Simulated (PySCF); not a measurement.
Job file and geometry (Å, from GFN2-xTB) of an NMR shielding run on `CNC(C)(C)C[SiH2][SiH2]F`, C5H16FNSi2, GIAO PBE0/pcSseg-1 NMR shielding, non-relativistic, gas phase (PySCF); density fitting, a coarse starting grid and PySCF grid level 2 are the driver's defaults:

```
$ OMP_NUM_THREADS=1 python probes_run.py task.json out

{"job": {"kind": "nmr", "xc": "PBE0", "basis": "pcSseg-1"}, "charge": 0, "multiplicity": 1}
C     -1.306021     1.764779     0.148281
N     -0.273225     0.851096    -0.299839
C     -0.591851    -0.578276    -0.341057
C     -1.705747    -0.904941    -1.351171
C     -1.013617    -1.052779     1.050696
C      0.702622    -1.282431    -0.763001
Si     2.190922    -0.803308     0.332199
Si     2.167648     1.426505     0.886778
F      2.113321     2.375326    -0.425509
H     -0.906311     2.776193     0.091824
H     -1.555323     1.554060     1.186945
H     -2.225488     1.725132    -0.449768
H      0.034771     1.137264    -1.224726
H     -2.648238    -0.446141    -1.058938
H     -1.855674    -1.980621    -1.403968
H     -1.438829    -0.546899    -2.344833
H     -0.329458    -0.666338     1.801464
H     -2.022317    -0.723536     1.289673
H     -0.994254    -2.138777     1.090481
H      0.924091    -1.009732    -1.797800
H      0.547281    -2.361259    -0.757386
H      3.385603    -1.248629    -0.407957
H      2.166615    -1.653016     1.536853
H      1.154139     1.973265     1.779885
H      3.468405     1.837208     1.440010
```

Question: What does the program print?

Answer: 
```
coarse grid: 20752 points
cycle   1  E = -932.9305269662  dE =  6.432e-01  |g| = 6.877e-01  |ddm| = 4.275e+00
cycle   2  E = -932.8600434530  dE =  7.048e-02  |g| = 9.627e-01  |ddm| = 1.381e+00
cycle   3  E = -933.0253982318  dE = -1.654e-01  |g| = 8.990e-02  |ddm| = 8.600e-01
cycle   4  E = -933.0266924532  dE = -1.294e-03  |g| = 3.274e-02  |ddm| = 8.743e-02
cycle   5  E = -933.0269143022  dE = -2.218e-04  |g| = 5.029e-03  |ddm| = 3.107e-02
cycle   6  E = -933.0269202350  dE = -5.933e-06  |g| = 2.065e-03  |ddm| = 9.015e-03
final grid: 188440 points
cycle   7  E = -933.0845914629  dE = -8.101e-05  |g| = 1.153e-02  |ddm| = 5.109e-02
cycle   8  E = -933.0845668711  dE =  2.459e-05  |g| = 1.510e-02  |ddm| = 2.827e-02
cycle   9  E = -933.0846257086  dE = -5.884e-05  |g| = 1.356e-03  |ddm| = 1.735e-02
cycle  10  E = -933.0846260843  dE = -3.758e-07  |g| = 3.903e-04  |ddm| = 1.599e-03
cycle  11  E = -933.0846261151  dE = -3.075e-08  |g| = 9.120e-05  |ddm| = 3.813e-04
cycle  12  E = -933.0846261166  dE = -1.545e-09  |g| = 3.952e-05  |ddm| = 1.150e-04
cycle  13  E = -933.0846261170  dE = -3.279e-10  |g| = 3.960e-06  |ddm| = 3.736e-05
converged SCF energy = -933.0846261170

GIAO shielding tensors (ppm)
atom      isotropic    diamagn.    paramagn.     s11        s22        s33       span
  0 C      156.858     246.151     -89.293    138.582    147.062    184.929     46.347
  1 N      185.860     324.460    -138.600    150.102    170.049    237.428     87.327
  2 C      134.252     243.803    -109.550    120.115    128.978    153.664     33.549
  3 C      155.197     248.175     -92.978    124.926    151.981    188.683     63.757
  4 C      160.478     249.989     -89.510    146.973    152.290    182.172     35.198
  5 C      156.214     253.169     -96.955    131.962    142.985    193.696     61.734
  6 Si     438.018     881.336    -443.318    407.765    423.224    483.066     75.301
  7 Si     358.536     876.492    -517.956    269.254    346.560    459.794    190.540
  8 F      434.797     470.712     -35.915    403.435    433.783    467.173     63.739
  9 H       28.971      30.331      -1.360     23.599     27.604     35.710     12.111
 10 H       29.447      31.758      -2.310     25.268     27.878     35.196      9.928
 11 H       29.061      30.684      -1.623     23.602     27.456     36.126     12.524
 12 H       31.357      37.885      -6.528     25.155     30.520     38.395     13.240
 13 H       29.772      31.745      -1.974     25.342     28.357     35.616     10.274
 14 H       30.453      31.331      -0.877     26.622     28.145     36.593      9.971
 15 H       31.073      31.956      -0.883     27.498     28.298     37.423      9.924
 16 H       30.658      33.146      -2.488     26.624     29.789     35.561      8.937
 17 H       30.446      32.629      -2.183     26.585     28.579     36.173      9.588
 18 H       30.823      32.585      -1.762     27.231     28.400     36.838      9.608
 19 H       30.697      34.177      -3.481     26.332     29.911     35.847      9.515
 20 H       30.536      33.374      -2.838     25.707     29.260     36.641     10.933
 21 H       28.000      29.236      -1.236     24.289     25.305     34.405     10.116
 22 H       28.055      29.977      -1.921     24.172     26.528     33.464      9.292
 23 H       26.282      30.112      -3.830     23.471     25.958     29.417      5.946
 24 H       26.096      26.920      -0.824     22.407     24.509     31.373      8.965
```

Question: Turn these shieldings into chemical shifts. References, each an isolated molecule treated in the same way: ¹³C (186.93 ppm) and ²⁹Si (349.16 ppm) and ¹H (31.72 ppm) against TMS; ¹⁵N (267.73 ppm) vs NH3; CFCl3 for ¹⁹F (170.95 ppm).

Answer: Averaging equivalent atoms: C 2: 52.7; C 5: 30.7; C 0: 30.1; C 3/4: 29.1; N 1: 81.9; Si 7: -9.4; Si 6: -88.9; F 8: -263.9; H 23/24: 5.53; H 21/22: 3.69; H 9/10/11: 2.56; H 13/14/15/16/17/18: 1.18; H 19/20: 1.10; H 12: 0.36 ppm. Unscaled 19F shifts against computed CFCl3 carry errors that often reach 10 to 50 ppm. Experimental scales use liquid or dissolved standards, which lie at an offset from isolated NH3 (liquid NH3: subtract about 20 ppm).

Size and cost of the density-fitted run: 247 basis functions, 86 s wall time on 1 thread of an Arm Neoverse V1, shared host; peak memory 1.2 GiB.
